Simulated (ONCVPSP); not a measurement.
## What one change does to a pseudopotential (Mo (Z = 42), ONCV)

ONCVPSP 4.0.1 input, shortened (lines: element, Z, core and valence counts, functional; n l f; lmax; l rc ep ncon nbas qcut; lloc lpopt rc5 dvloc0; l nproj debl; icmod fcfact rcfact), revPBE, scalar-relativistic:

```
  Mo 42.00    6    5  -102130      upf
    1    0    2.00
    2    0    2.00
    2    1    6.00
    3    0    2.00
    3    1    6.00
    3    2   10.00
    4    0    2.00
    4    1    6.00
    4    2    5.00
    5    0    0.50
    5    1    0.50
    2
    0    1.95    0.00    5    9    6.20
    1    2.25    0.00    5   10    6.90
    2    2.55    0.00    4    9    6.80
    4    5    1.30    0.00
    0    2    3.60
    1    2    1.10
    2    1    0.80
    1    0.40    0.00
```

All-electron outer shells of the reference configuration (revPBE, scalar-relativistic, ld1.x):

```tsv
shell	level (eV)	outermost node (bohr)	outermost maximum (bohr)
3p	-379.90	0.17	0.38
3d	-221.59	–	0.32
4s	-65.01	0.51	0.99
4p	-39.16	0.52	1.08
5s	-4.48	1.34	2.93
4d	-4.38	0.53	1.38
5p	-1.36	1.54	4.05
```

Change: p: qcut 4.7.

Cutoffs: the cutoffs (Ha) at which the residual kinetic energy of the hardest occupied pseudo-wave falls to 1 and 0.1 mHa per electron; they do not see the model core or the augmentation charge, which bear on the density cutoff. Errors are all-electron minus pseudo energies relative to the spin-unpolarised reference configuration.

**Question.** Predict the effect on cutoff, ghosts and configuration errors.

**Answer.** The potential gets harder (15 Ha and 18 Ha → 15 Ha and 34 Ha); of the 4 tests that both files solve, the error grows in 2 and shrinks in 0 by more than 15 % and 0.3 meV (median size 1.4 → 1.6 meV); neither file shows a bound ghost.

| quantity | base | changed |
| --- | --- | --- |
| cutoff, loose | 15 Ha | 15 Ha |
| cutoff, tight | 18 Ha | 34 Ha |
| loose cutoff by channel | s 15 Ha, p 13 Ha, d 14 Ha | s 15 Ha, p 11 Ha, d 14 Ha |
| bound ghosts | none | none |
| GHOST(+) flags under 300 eV | s at 161.1 eV | s at 161.1 eV |
| error for 4s2 4p6 4d5 5s1 5p0, meV [ΔE -1.53 eV] | +0.2 | +0.2 |
| error for 4s2 4p6 4d5 5s0 5p0, meV [ΔE 5.25 eV] | -1.0 | -1.1 |
| error for 4s2 4p6 4d4 5s0 5p0, meV [ΔE 20.62 eV] | -3.1 | -3.7 |
| error for 4s2 4p6 4d6 5s0 5p0, meV [ΔE -0.80 eV] | -1.8 | -2.1 |
| s: phases at 1.98 bohr within 0.05 rad from the reference energy up to (Ha; the scan ends near 5) | 4.8 | 4.8 |
| p: phases at 2.28 bohr within 0.05 rad from the reference energy up to (Ha; the scan ends near 5) | 4.8 | 5.0 |
| d: phases at 2.58 bohr within 0.05 rad from the reference energy up to (Ha; the scan ends near 5) | 0.9 | 0.9 |
| rms error of d²Exc/dni dnj with the model core, mHa | 1.22 | 1.25 |
